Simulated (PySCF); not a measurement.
Below is a simulated gas-phase C 1s photoelectron spectrum of `Cc1ccc(O)c(C)c1` (2,4-xylenol).

Every computed line was given a Gaussian of 1.0 eV full width at half maximum and an area set by the number of equivalent atoms; the highest printed point is 100. The calculation used delta-SCF UKS SCAN, pcX-2 on the ionised atom, pcseg-1 elsewhere, spin-free X2C (PySCF 2.14.0).

binding energy (eV), intensity and a bar:
```
    288.3          0 
    288.4          0 
    288.5          1 
    288.6          1 
    288.7          2 #
    288.8          4 #
    288.9          7 ##
    289.0         12 ####
    289.1         19 ######
    289.2         27 ########
    289.3         38 ###########
    289.4         50 ###############
    289.5         63 ###################
    289.6         76 #######################
    289.7         87 ##########################
    289.8         95 ############################
    289.9         99 ##############################
    290.0        100 ##############################
    290.1         97 #############################
    290.2         91 ###########################
    290.3         83 #########################
    290.4         74 ######################
    290.5         65 ###################
    290.6         56 #################
    290.7         47 ##############
    290.8         40 ############
    290.9         33 ##########
    291.0         29 #########
    291.1         26 ########
    291.2         23 #######
    291.3         22 #######
    291.4         21 ######
    291.5         20 ######
    291.6         18 #####
    291.7         16 #####
    291.8         14 ####
    291.9         11 ###
    292.0          8 ###
    292.1          6 ##
    292.2          4 #
    292.3          3 #
    292.4          2 
    292.5          1 
    292.6          1 
    292.7          0 
    292.8          0 
    292.9          0
```

Task: How many maxima does the curve show, and how many computed lines lie under it?

Result: The curve has 1 maximum (at 290.0 eV). Under it lie 8 lines from 8 inequivalent carbon sites. At this width some lines have no maximum of their own.

Task: Decompose the envelope and assign each component. Numbering: `[CH3:1][c:2]1[cH:3][cH:4][c:5]([OH:6])[c:7]([CH3:8])[cH:9]1`.

Result: 
```
position (eV)  relative area  line  atoms                     environment
       289.75              1  C 1s     C9              aromatic CH carbon
       289.81              1  C 1s     C3              aromatic CH carbon
       289.85              1  C 1s     C2     substituted aromatic carbon
       289.92              1  C 1s     C4              aromatic CH carbon
       289.96              1  C 1s     C7     substituted aromatic carbon
       290.46              1  C 1s     C8            benzylic-type carbon
       290.52              1  C 1s     C1            benzylic-type carbon
       291.48              1  C 1s     C5  aromatic carbon bearing oxygen
```

Task: What are the centre and the root-mean-square width of the whole band?

Result: The area-weighted mean of the lines is 290.22 eV. Their own spread about it is 0.55 eV (rms) and each Gaussian has σ = 1.0/2.355 = 0.42 eV; the variances add, which gives 0.70 eV.

Lowest listed C 1s: C9, bonded to 2 C (aromatic in the SMILES) and H. Highest, 1.73 eV above it: C5, bonded to O and 2 C (aromatic in the SMILES). The widest gap between neighbouring values is 0.96 eV, between 290.52 and 291.48 eV. Summing the Pauling electronegativity differences to the bonded atoms, each weighted by its formal bond order, gives -0.35 for the lowest site and +0.89 for the highest; no listed site has a larger sum than the highest. The smallest sum, -1.05, belongs to C8, 0.71 eV above the lowest. The values 289.81 and 289.85 eV; the values 289.92 and 289.96 eV lie too close for their order to be trusted.

Shake-up satellites, vibrational structure and lifetime widths aren't simulated. Geometry: PBE0-D3(BJ)/def2-SVP, one conformer, isolated molecule.

The run took 3.0 min of wall time on Arm Neoverse V2, one thread (shared host).

Conformer computed: `[CH3:1][c:2]1[cH:3][cH:4][c:5]([OH:6])[c:7]([CH3:8])[cH:9]1`: H–O6–C5–C4 0°.
